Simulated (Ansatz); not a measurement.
`[OH][K]` + H–F → `[F][K]` + H₂O at 500 K and 1 bar (ligand exchange at a K–O bond).

Computed with Ansatz on PBE0-D4/def2-TZVP structures; ΔE is electronic, products minus reactants. CCSD(T)/CBS adds triple-zeta CCSD(T) − MP2 to the extrapolated MP2 energy (def2 sets, frozen cores). This one scheme is used for every species. For K outer-core shells are correlated without core-valence functions, which leaves a few kJ/mol of doubt a bond. Scalar relativity is left out up to krypton.

```json
{"species": "`[OH][K]`", "CCSD(T)/CBS energy (Eh)": "-675.23723", "H − E (kJ/mol)": "51.9", "S (J/(mol·K))": "261.0"}
{"species": "H–F", "CCSD(T)/CBS energy (Eh)": "-100.39570", "H − E (kJ/mol)": "39.4", "S (J/(mol·K))": "188.7"}
{"species": "`[F][K]`", "CCSD(T)/CBS energy (Eh)": "-699.28088", "H − E (kJ/mol)": "19.2", "S (J/(mol·K))": "245.1"}
{"species": "H₂O", "CCSD(T)/CBS energy (Eh)": "-76.37941", "H − E (kJ/mol)": "73.2", "S (J/(mol·K))": "206.3"}
```

H − E and S are ideal-gas, rigid-rotor, harmonic terms from PBE0-D4/def2-TZVP. 1 Eh = 2625.50 kJ/mol, R = 8.31446 J/(mol·K).

Q: By hand: ΔE, ΔH, ΔS and ΔG.

A: ΔE = (-699.28088) + (-76.37941) − (-675.23723) − (-100.39570) = -0.02736 Eh = -71.8 kJ/mol. Δ(H − E) = 19.2 + 73.2 − 51.9 − 39.4 = 1.1, so ΔH = -70.7 kJ/mol. ΔS = 245.1 + 206.3 − 261.0 − 188.7 = 1.7 J/(mol·K). ΔG = -70.7 − 500 × (1.7)/1000 = -71.5 kJ/mol.

Q: By hand: the equilibrium constant, and the temperature at which ΔG would vanish if ΔH and ΔS stayed fixed.

A: log₁₀ K = −ΔG/(RT ln 10) = 7.5. ΔH and −TΔS have one sign here, so there is no such temperature.

The number of gas molecules stays the same, so ΔS is small and ΔH decides. A doubt of 5 kJ/mol in ΔE shifts log₁₀ K by 0.5 here. These are equilibria of isolated gas molecules and say nothing of rates. Largest T1 diagnostic: 0.012 (customary marks: 0.02 for closed shells, 0.045 for open ones).

ΔS is within the doubt of such terms, so its sign, and with it that verdict, could turn.
